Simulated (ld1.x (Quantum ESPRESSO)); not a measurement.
Configuration tests for Zn (Z = 30) (TM semilocal)

- Element: zinc
- Generator: ld1.x (Quantum ESPRESSO) 7.5
- Type: norm-conserving Troullier–Martins (semilocal form)
- Functional: LDA (PZ)
- Relativity: scalar-relativistic
- Frozen core: [Ne] 3s2
- Valence charge: 18
- Reference configuration: 3p6 3d10 4s1 4p0 (charge +1)
- Partial waves: 4s (bound): rc 1.85 bohr; 3p (bound): rc 0.90 bohr; 3d (bound): rc 0.80 bohr
- Local potential: the d channel
- Core correction: Bessel-smoothed model core inside 0.40 bohr

Energies are relative to the spin-unpolarised reference configuration 3p6 3d10 4s1 4p0; without spin polarisation the order of configurations can differ from experiment. Spin-polarised rows fill each open shell by Hund’s rule, majority spin first.

```
            valence configuration  charge  ΔE all-electron (eV)  error AE − PS (meV)
                 3p6 3d10 4s2 4p0       0               -10.190                 -4.3
                 3p6 3d10 4s0 4p0      +2                18.769                  -17
                  3p6 3d9 4s0 4p0      +3                59.659                  +26
                 3p6 3d10 4s1 4p1       0                -5.006                  +17
                  3p6 3d9 4s2 4p0      +1                 8.015                 -100
                 3p6 3d10 4s0 4p2       0                 0.564                  +36
                 3p5 3d10 4s2 4p0      +1                81.725                 -124
3p6 3d10 4s1 4p0 (spin-polarised)      +1                -0.248                 +1.9
 3p6 3d9 4s0 4p0 (spin-polarised)      +3                59.387                  +35
```
